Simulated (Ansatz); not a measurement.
Species: C3H5O, charge 0, doublet. C3H5O (SMILES [H]/[C]=C(/C)O, doublet).
B3LYP-D3(BJ)/def2-TZVP minimum from Ansatz (a quantum-chemistry and plane-wave program):
```
C
C 1 1.3122
H 2 1.0753 1 141.41
O 1 1.3836 2 124.30 3 0.00
H 4 0.9651 1 109.27 2 0.00
C 1 1.4945 2 124.97 3 -180.00
H 6 1.0874 1 110.80 2 0.00
H 6 1.0923 7 109.23 1 121.23
H 6 1.0923 7 109.23 8 117.55
```
Charge 0, spin multiplicity 2.

Total energies in cc-pVDZ, 23 correlated electrons, 4 frozen orbitals. Radicals and triplets start from unrestricted determinants; spin-orbit coupling is neglected. Cores are frozen in correlated methods. No relativity. The UHF reference of C3H5O ([H]/[C]=C(/C)O, doublet) is spin-contaminated (<S^2> up to 0.15 over the pure value in the sets run).

```tsv
method	program	energy (Eh)	minus CCSDT(Q) (mEh)
HF	Ansatz	-191.30450	625.74
MP2	Ansatz	-191.86127	68.97
CCSD	Ansatz	-191.90871	21.53
CCSD(T)	Ansatz	-191.92728	2.97
CCSDT(Q)	Ansatz	-191.93025	0.00
```

Rough core times of Ansatz's runs on a shared machine: CCSD(T) 30 s, CCSDT(Q) 50 min.
